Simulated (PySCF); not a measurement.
How methods differ on the ionisation energy of Ti²⁺

Ti²⁺ [Ar] 3d2 (3F) → Ti³⁺ [Ar] 3d1 (2D), as a difference of total energies. Calculation: PySCF 2.14, in x2c-TZVPPall with one added diffuse shell each of s, p, d, f type (7s6p5d3f1g, 80 functions); scalar relativity by spin-free X2C-1e. Correlated levels: valence: [Ar] frozen. The calculations carry no spin-orbit coupling.

```csv
method,ionisation energy (eV),difference from reference (eV)
UHF,26.589,-0.903
MP2 (valence),26.705,-0.787
SCS-MP2 (valence),26.627,-0.865
CCSD (valence),26.740,-0.752
```

Reference: 27.492 eV (measured; NIST Atomic Spectra Database, ionization energies).

The reference lies between the lowest fine-structure levels, while these numbers refer to the centres of the terms.

Errors of the correlated levels include the incompleteness of this basis and the frozen core.

With two correlated electrons CCSD is exact in that space.
